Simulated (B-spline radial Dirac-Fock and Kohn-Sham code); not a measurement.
**Radiative decay of the L1 hole in La⁺**

System: La⁺ in the configuration [Xe] 5d1 6p1 (not the ground configuration).

Input file task.json (cfg lists n, l and occupation; rrms is the nuclear radius in fm):

```json
{"items": [{
  "Z": 57,
  "q": 1,
  "cfg": [[1, 0, 2], [2, 0, 2], [2, 1, 6], [3, 0, 2], [3, 1, 6], [3, 2, 10], [4, 0, 2], [4, 1, 6], [4, 2, 10], [5, 0, 2], [5, 1, 6], [5, 2, 1], [6, 1, 1]],
  "A": 139,
  "rrms": 4.855,
  "do": ["binding", "quiet", "decay"],
  "holes": ["K", "L1", "L2", "L3", "M1", "M2", "M3", "M4", "M5", "N1", "N2", "N3", "N4", "N5"]
}]}
```

Launch: `python xray_run.py task.json out`

Calculated with an atomic code on a B-spline grid, using independent-particle rates on relativistic LDA orbitals of the hole state (multipoles up to L = 3, Coulomb Auger matrix elements, transition energies from Dirac-Fock).

```tsv
line	multipole	energy (eV)	rate (s⁻¹)	share (%)
L1-L2	E1	380.3	1.70e+11	0.0498
L1-L3	E1	788.3	3.31e+12	0.968
Lβ4	E1	5063.5	1.03e+14	30.1
Lβ3	E1	5144.6	1.58e+14	46.3
L1-M4	E2	5422.0	1.77e+12	0.516
L1-M5	E2	5438.8	2.64e+12	0.771
Lγ2	E1	6050.9	2.38e+13	6.96
Lγ3	E1	6068.2	3.79e+13	11.1
L1-N4	E2	6170.0	2.32e+11	0.0678
L1-N5	E2	6172.9	3.55e+11	0.104
L1-O2	E1	6256.9	4.00e+12	1.17
Lγ4	E1	6259.5	6.32e+12	1.85
L1-P2	E1	6285.0	1.07e+11	0.0313
L1-P3	E1	6285.2	1.74e+11	0.0507
```

The listed lines hold 100.0 % of the radiative rate. The radiative width is 0.225 eV in the length form and 0.225 eV in the velocity form; the two differ because the transition energies are not eigenvalue differences of the potential that gave the orbitals.
